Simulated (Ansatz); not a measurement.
Ansatz (a program for electronic structure) input:

Ansatz 0.2 input:
```yaml
crystal:
  periodic: [false, false, false]
  atoms:
    - {symbol: Y, position_ang: [1.24466365, -0.02708983, -0.01896965]}
    - {symbol: I, position_ang: [-0.56942977, 1.68797711, -1.38518809]}
    - {symbol: I, position_ang: [-0.62245224, -1.65973367, 1.37606217]}
basis:
  gaussian:
    orbitals: def2-TZVP
hamiltonian:
  xc: b3lyp
  dispersion: d3bj
total_charge: 1
relax: {f_tol: 0.002, max_steps: 150}
```

Task: Predict the final energy.

Result: -633.83911 Eh (B3LYP-D3(BJ)/def2-TZVP). The basis has 140 functions. The run takes very roughly 21 core-seconds.

The spin state was set by rule; other spins were not relaxed.
